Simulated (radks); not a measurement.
Charge is removed step by step from the 2p3/2 level of F2+, starting from [He] 2s2 2p(1/2: 2, 3/2: 1). Method: Dirac Kohn-Sham, LDA (Slater exchange, Perdew-Wang correlation), spin-unpolarised, spherical densities, point nucleus; computed with a radial shooting solver on a logarithmic mesh with Libxc functionals.

removed (e)  E - E(0) (eV)  eigenvalue (eV)  E minus straight line (eV)
0                    0.000          -49.076                       0.000
0.25                12.972          -54.730                      -2.201
0.5                 27.381          -60.571                      -2.965
0.75                43.273          -66.594                      -2.247
1                   60.692          -72.794                       0.000

Removing the whole electron costs 60.692 eV by Delta-SCF, against 49.076 eV from minus the eigenvalue at the starting occupation. Slater's transition state (half an electron removed) gives 60.571 eV. Integrating minus the eigenvalue over the occupation (Janak's theorem) gives 60.692 eV. The mean slope of the eigenvalue, de/dn, is 23.7 eV per electron. Ionisation energy of F2+ in the NIST Atomic Spectra Database: 62.708 eV (semi-empirical).

Beside tabulated values, note that spin-unpolarised runs miss the spin-polarisation part of the exchange energy of open shells.
